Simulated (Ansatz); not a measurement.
C2H6GaN, relaxed with RKS PBE0-D4/def2-TZVP in Ansatz 0.2.0 from a PBE-D4/def2-SVP geometry. The force threshold is 0.005 eV/Å; the program also tests the step.

Charge 0, multiplicity 1. The bonds changed during the relaxation, so this is another structure than the one it started from.

Start:

```xyz
10

C    -1.101    0.276    0.534
N    -0.100    0.567   -0.471
C     0.399   -0.448   -1.134
Ga    2.229   -0.272    0.379
H    -0.966    0.927    1.419
H    -2.102    0.518    0.108
H    -1.133   -0.793    0.865
H     0.067   -1.506   -0.989
H     1.004   -0.252   -2.041
H     1.702    0.983    1.330
```

```csv
step,energy (eV),largest force (eV/Å),largest move (Å)
1,-56028.0579,0.881,0.000
2,-56028.1043,0.358,0.049
3,-56028.1109,0.177,0.042
4,-56028.1177,0.128,0.023
5,-56028.1232,0.411,0.101
6,-56028.1263,0.156,0.042
7,-56028.1274,0.096,0.043
8,-56028.1290,0.044,0.019
9,-56028.1291,0.080,0.027
10,-56028.1299,0.034,0.042
11,-56028.1300,0.022,0.012
12,-56028.1301,0.009,0.004
13,-56028.1301,0.008,0.004
14,-56028.1301,0.007,0.008
15,-56028.1302,0.007,0.006
16,-56028.1302,0.005,0.001
17,-56028.1302,0.003,0.001
```

End:

```xyz
10

C    -1.119    0.252    0.506
N    -0.158    0.536   -0.531
C     0.331   -0.456   -1.165
Ga    2.325   -0.230    0.495
H    -0.863    0.814    1.406
H    -2.098    0.607    0.171
H    -1.202   -0.817    0.750
H     0.053   -1.500   -0.966
H     0.981   -0.276   -2.021
H     1.751    1.069    1.356
```

Run time 46 s (4 threads of an Arm Neoverse V1 on a shared host); peak host memory 0.44 GiB.
